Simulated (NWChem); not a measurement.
## Correlation energy of Sn

```
Sn
```
Charge 0, spin multiplicity 3.

Everything below was run with NWChem.

Basis set: def2-QZVP. Each correlation energy counts from its own Hartree-Fock reference.

```tsv
method	correlation energy (mHa)
CCSD on ROHF	-445.7
SCS-UMP2	-413.9
UMP2	-472.9
CCSD(T) on ROHF	-455.9
CCSD[T] on ROHF	-456.2
```

The values span 59.0 mHa, from UMP2 (lowest) to SCS-UMP2 (highest). 

Effective core potentials replace the inner electrons of Sn; spin-orbit coupling is left out. The correlated methods keep 4 core orbitals frozen. The stability of the SCF solutions was not checked. Open-shell Hartree-Fock references start from PBE0 orbitals. Coupled-cluster values serve here as a point of comparison, not as the truth.
